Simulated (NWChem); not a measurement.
The numbers come from NWChem runs, not from measurements. System: H$_{2}$S$_{2}$, charge 1, spin multiplicity 2, at the geometry of a parent with another charge or spin, in a state set for the comparison that need not be this species' ground state. Its SCF solution wasn't tested for a lower state. Level: UHF/aug-cc-pVDZ.

Job file:

```
start mol
memory heap 200 mb stack 900 mb global 1100 mb
charge 1
geometry units angstroms nocenter noautoz
  S      0.928726     0.489244     0.055516
  S     -0.928726    -0.489244     0.055516
  H      1.546079    -0.267861    -0.888263
  H     -1.546079     0.267861    -0.888263
  symmetry group C2
end
basis spherical
  * library aug-cc-pvdz
end
scf
  uhf
  nopen 1
  maxiter 100
  thresh 1e-7
  semidirect memsize 60000000 filesize 0
  # guess.movecs holds the orbitals of an unrestricted PBE0 run
  vectors input guess.movecs output mol.movecs
end
task scf energy
```

Part of the output:

```
             Northwest Computational Chemistry Package (NWChem) 7.3.0
             --------------------------------------------------------

                                NWChem Input Module
                                -------------------

 Scaling coordinates for geometry "geometry" by  1.889725989
 (inverse scale =  0.529177249)

 Turning off AUTOSYM since
 SYMMETRY directive was detected!

                             Geometry "geometry" -> ""
                             -------------------------

 Output coordinates in angstroms (scale by  1.889725989 to convert to a.u.)

  No.       Tag          Charge          X              Y              Z
 ---- ---------------- ---------- -------------- -------------- --------------
    1 S                   16.0000     0.92872600     0.48924400     0.05551600
    2 S                   16.0000    -0.92872600    -0.48924400     0.05551600
    3 H                    1.0000     1.54607900    -0.26786100    -0.88826300
    4 H                    1.0000    -1.54607900     0.26786100    -0.88826300

 Effective nuclear repulsion energy (a.u.)      83.5333132791

            Nuclear Dipole moment (a.u.)
            ----------------------------
        X                 Y               Z
 ---------------- ---------------- ----------------
     0.0000000000     0.0000000000    -0.0000264562

      Symmetry information
      --------------------

 Group name             C2
 Group number              4
 Group order               2
 No. of unique centers     2

      Symmetry unique atoms

     1    3


 Summary of "ao basis" -> "" (spherical)
 ------------------------------------------------------------------------------
       Tag                 Description            Shells   Functions and Types
 ---------------- ------------------------------  ------  ---------------------
 *                        aug-cc-pvdz                 on all atoms

 Summary of "ao basis" -> "ao basis" (spherical)
 ------------------------------------------------------------------------------
       Tag                 Description            Shells   Functions and Types
 ---------------- ------------------------------  ------  ---------------------
 S                        aug-cc-pvdz               11       27   5s4p2d
 H                        aug-cc-pvdz                5        9   3s2p

                                 NWChem SCF Module
                                 -----------------

  ao basis        = "ao basis"
  functions       =    72
  atoms           =     4
  alpha electrons =    17
  beta  electrons =    16
  charge          =   1.00
  wavefunction    = UHF
  use symmetry    = T
  symmetry adapt  = T

 Summary of "ao basis" -> "ao basis" (spherical)
 ------------------------------------------------------------------------------
       Tag                 Description            Shells   Functions and Types
 ---------------- ------------------------------  ------  ---------------------
 S                        aug-cc-pvdz               11       27   5s4p2d
 H                        aug-cc-pvdz                5        9   3s2p

      Symmetry analysis of basis
      --------------------------

        a          36
        b          36

 Forming initial guess at       0.0s

   Symmetry analysis of molecular orbitals - initial alpha
   -------------------------------------------------------

  Numbering of irreducible representations:

     1 a           2 b

  Orbital symmetries:

     1 b           2 a           3 a           4 b           5 a
[...]
    14      0.170676  1 S  pz                41     -0.170676  2 S  pz

 Vector   15  Occ=1.000000D+00  E=-7.435189D-01  Symmetry=a
              MO Center=  1.1D-13,  6.1D-14,  1.8D-01, r^2= 2.6D+00
   Bfn.  Coefficient  Atom+Function         Bfn.  Coefficient  Atom+Function
  ----- ------------  ---------------      ----- ------------  ---------------
     9      0.289620  1 S  px                36     -0.289620  2 S  px
    11      0.230355  1 S  pz                38      0.230355  2 S  pz
    14      0.202861  1 S  pz                41      0.202861  2 S  pz
    12      0.195629  1 S  px                39     -0.195629  2 S  px

 Vector   16  Occ=1.000000D+00  E=-5.941781D-01  Symmetry=b
              MO Center=  3.0D-14, -1.2D-14,  4.2D-02, r^2= 2.5D+00
   Bfn.  Coefficient  Atom+Function         Bfn.  Coefficient  Atom+Function
  ----- ------------  ---------------      ----- ------------  ---------------
    11      0.303975  1 S  pz                38     -0.303975  2 S  pz
    12      0.247241  1 S  px                39      0.247241  2 S  px
    14      0.231226  1 S  pz                41     -0.231226  2 S  pz
     9      0.187396  1 S  px                13     -0.186937  1 S  py
    36      0.187396  2 S  px                40     -0.186937  2 S  py

 Vector   17  Occ=0.000000D+00  E=-3.134178D-01  Symmetry=a
              MO Center= -1.6D-15,  6.6D-15, -7.7D-02, r^2= 3.0D+00
   Bfn.  Coefficient  Atom+Function         Bfn.  Coefficient  Atom+Function
  ----- ------------  ---------------      ----- ------------  ---------------
    13      0.329528  1 S  py                40     -0.329528  2 S  py
    10      0.319495  1 S  py                37     -0.319495  2 S  py
    14     -0.187534  1 S  pz                41     -0.187534  2 S  pz
    11     -0.160100  1 S  pz                38     -0.160100  2 S  pz

 Vector   18  Occ=0.000000D+00  E=-1.508333D-01  Symmetry=b
              MO Center=  1.4D-13,  7.1D-14, -8.6D-02, r^2= 5.5D+00
   Bfn.  Coefficient  Atom+Function         Bfn.  Coefficient  Atom+Function
  ----- ------------  ---------------      ----- ------------  ---------------
     5      0.537862  1 S  s                 32     -0.537862  2 S  s
    12     -0.436669  1 S  px                39     -0.436669  2 S  px
    15     -0.408036  1 S  px                42     -0.408036  2 S  px
     4      0.325652  1 S  s                 31     -0.325652  2 S  s
     9     -0.289205  1 S  px                36     -0.289205  2 S  px

 Vector   19  Occ=0.000000D+00  E=-1.204398D-01  Symmetry=a
              MO Center= -2.5D-14, -1.4D-14, -8.8D-01, r^2= 9.9D+00
   Bfn.  Coefficient  Atom+Function         Bfn.  Coefficient  Atom+Function
  ----- ------------  ---------------      ----- ------------  ---------------
    57      0.837144  3 H  s                 66      0.837144  4 H  s
     5     -0.463929  1 S  s                 32     -0.463929  2 S  s
    56      0.359335  3 H  s                 65      0.359335  4 H  s
     4     -0.325050  1 S  s                 31     -0.325050  2 S  s
    15     -0.246228  1 S  px                42      0.246228  2 S  px

 center of mass
 --------------
 x =   0.00000000 y =   0.00000000 z =   0.05040896

 moments of inertia (a.u.)
 ------------------
          61.389396540702        -100.774652231030           0.000000000000
        -100.774652231030         220.379336331190           0.000000000000
           0.000000000000           0.000000000000         269.337766377200

  Mulliken analysis of the total density
  --------------------------------------

    Atom       Charge   Shell Charges
 -----------   ------   -------------------------------------------------------
    1 S   16    15.86   2.00  2.02  0.96  0.93  0.00  6.00  2.18  1.65 -0.00  0.09  0.03
    2 S   16    15.86   2.00  2.02  0.96  0.93  0.00  6.00  2.18  1.65 -0.00  0.09  0.03
    3 H    1     0.64   0.65 -0.01  0.01  0.03 -0.04
    4 H    1     0.64   0.65 -0.01  0.01  0.03 -0.04

  Mulliken analysis of the alpha density
  --------------------------------------

    Atom       Charge   Shell Charges
 -----------   ------   -------------------------------------------------------
    1 S   16     8.19   1.00  1.01  0.49  0.47  0.00  3.00  1.25  0.92 -0.00  0.05  0.01
    2 S   16     8.19   1.00  1.01  0.49  0.47  0.00  3.00  1.25  0.92 -0.00  0.05  0.01
    3 H    1     0.31   0.33 -0.01  0.00  0.02 -0.03
    4 H    1     0.31   0.33 -0.01  0.00  0.02 -0.03

   Mulliken analysis of the beta density
   -------------------------------------

    Atom       Charge   Shell Charges
 -----------   ------   -------------------------------------------------------
    1 S   16     7.67   1.00  1.01  0.47  0.46  0.00  3.00  0.93  0.74  0.00  0.05  0.02
    2 S   16     7.67   1.00  1.01  0.47  0.46  0.00  3.00  0.93  0.74  0.00  0.05  0.02
    3 H    1     0.33   0.32  0.00  0.00  0.02 -0.02
    4 H    1     0.33   0.32  0.00  0.00  0.02 -0.02

   Mulliken analysis of the spin density
   -------------------------------------

    Atom       Charge   Shell Charges
 -----------   ------   -------------------------------------------------------
    1 S   16     0.52  -0.00  0.00  0.02  0.01 -0.00 -0.00  0.32  0.18 -0.01  0.00 -0.00
    2 S   16     0.52  -0.00  0.00  0.02  0.01 -0.00 -0.00  0.32  0.18 -0.01  0.00 -0.00
    3 H    1    -0.02   0.01 -0.02 -0.00  0.00 -0.01
    4 H    1    -0.02   0.01 -0.02 -0.00  0.00 -0.01

       Multipole analysis of the density wrt the origin
       ------------------------------------------------

     L   x y z        total         alpha         beta         nuclear
     -   - - -        -----         -----         ----         -------
     0   0 0 0      1.000000    -17.000000    -16.000000     34.000000

     1   1 0 0      0.000000      0.000000     -0.000000      0.000000
     1   0 1 0      0.000000      0.000000      0.000000      0.000000
     1   0 0 1     -0.732889     -0.263671     -0.469192     -0.000026

     2   2 0 0    -10.914380    -65.293745    -61.257925    115.637290
     2   1 1 0      1.279411    -24.895453    -22.790454     48.965318
     2   1 0 1     -0.000000     -0.000000     -0.000000      0.000000
     2   0 2 0    -16.478165    -23.949128    -20.394085     27.865048
     2   0 1 1     -0.000000     -0.000000      0.000000      0.000000
     2   0 0 2    -17.313193    -12.194810    -11.105798      5.987415

 Task  times  cpu:        1.3s     wall:        1.3s

 Total times  cpu:        1.3s     wall:        1.3s
```
